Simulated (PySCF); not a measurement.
Computed properties of W(O)(NH)(Cl)(SH) (ClH2NOSW), SMILES [NH]=[W](=[O])([SH])[Cl], multiplicity 1

ClH₂NOSW, SMILES [SH][W](=[NH])(=[O])[Cl], multiplicity 1. Geometry optimised at B3LYP-D3(BJ)/def2-SVP. The spin state was assumed, not searched. The structure was generated by enumeration; whether it is a known compound was not checked. The def2 effective core potentials stand for the cores of W; spin–orbit coupling is left out. Other conformers were not sampled. All values are computed for the isolated molecule unless a solvent is named; none is compared with measurement here.

**Structure.** All 15 harmonic modes at B3LYP-D3(BJ)/def2-SVP (PySCF) are real, so it is a minimum. With heavy atoms numbered as in [W:1](=[O:2])(=[NH:3])([Cl:5])[SH:6], the shortest bond between them is W1–O2 at 1.708 Å and the longest W1–S6 at 2.361 Å.

**Vibrations.** The strongest infrared lines (harmonic, unscaled, degenerate partners summed) lie at 3595 cm⁻¹ (181 km/mol, H 93 %), 536 cm⁻¹ (154 km/mol, H 71 %, N 25 %), 981 cm⁻¹ (103 km/mol, N 62 %, O 21 %, W 10 %). The softest mode is at 110 cm⁻¹ and the zero-point energy is 17.4 kcal/mol.

**Electronic structure.** ωB97X/def2-TZVP (PySCF) places the frontier levels at -10.51 and -0.73 eV, a gap of 9.78 eV, and gives a dipole moment of 2.46 D and a mean polarisability of 80.1 bohr³. PBE/def2-TZVP (PySCF) at the same geometry gives -7.00 and -3.35 eV, so its gap is 6.13 eV narrower. An orbital gap is neither the optical nor the fundamental gap.

**Excitations.** TDA-B3LYP/def2-SVPD (PySCF) has S1 at 4.27 eV (291 nm, f = 0.051, bright); the most intense of the 10 singlets computed lies at 5.46 eV (f = 0.05). T1 (TDA) is at 3.53 eV, 0.74 eV under S1. TDA-PBE/def2-SVPD (PySCF) puts S1 at 4.08 eV. No vertical singlet excitation falls in the visible range (under 3.1 eV).
